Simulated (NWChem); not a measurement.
Molecule: CH4F2NNb; SMILES [Nb]([F])([CH3])([F])=[NH]

All runs: NWChem. Medium grid unless said otherwise, to which SCAN and Minnesota functionals are sensitive. Geometry: optimised at PBE-D3(BJ)/def2-SVP. No frequency run checked for a minimum. def2 effective core potentials on Nb; no spin-orbit coupling.

Question: Order these runs by computing time, cheapest first, and give rough ratios: MN15-L/def2-SVP; r2SCAN0/def2-SVP; CAM-B3LYP/def2-SVP.

Answer: r2SCAN0/def2-SVP (1), MN15-L/def2-SVP (3), CAM-B3LYP/def2-SVP (10). Ratios are rough, from one shared machine; the cheapest took very roughly 8 core-seconds. What differs between the cheapest and the dearest: highest occupied level (eV) -8.53 → -9.65; orbital gap (eV) 6.82 → 9.09; dipole (D) 1.46 → 1.34.
